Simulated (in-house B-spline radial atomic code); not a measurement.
A fraction x of an electron is removed from 3s in the sulfur ion S⁵⁺, starting from [Ne] 3s1 and keeping the highest spin. Method: scalar-relativistic (X2C) TPSS, spin-polarised, spherical fractional occupations, Fermi nucleus of rms radius 3.2611 fm. Calculated with a radial B-spline atomic code at the basis-set limit.

| x | E(x) - E(0) (eV) | 3s up level (eV) |
| --- | --- | --- |
| 0 | 0.0000 | -81.823 |
| 0.03 | 2.4607 | -82.224 |
| 0.17 | 14.1019 | -84.072 |
| 0.33 | 27.7185 | -86.123 |
| 0.39 | 32.9084 | -86.875 |
| 0.5 | 42.5394 | -88.231 |
| 0.61 | 52.3191 | -89.585 |
| 0.68 | 58.6211 | -90.478 |
| 0.86 | 75.1366 | -93.142 |
| 0.91 | 79.8147 | -93.981 |
| 1 | 88.3242 | - |

The exact functional would give a straight line between the two integer points. Deviations E(x) - E(0) - x[E(1) - E(0)], in eV: -0.189 at x = 0.03, -0.913 at x = 0.17, -1.428 at x = 0.33, -1.538 at x = 0.39, -1.623 at x = 0.5, -1.559 at x = 0.61, -1.439 at x = 0.68, -0.822 at x = 0.86, -0.56 at x = 0.91.

The curve lies below the straight line by up to 1.623 eV (at x = 0.5): convex, the delocalisation error that favours fractional charges.

How well does Slater's transition state (minus the level at half occupation) give the ionisation energy?

It gives 88.231 eV against 88.324 eV from the two total energies; NIST lists 88.05 eV, ground level to ground level.
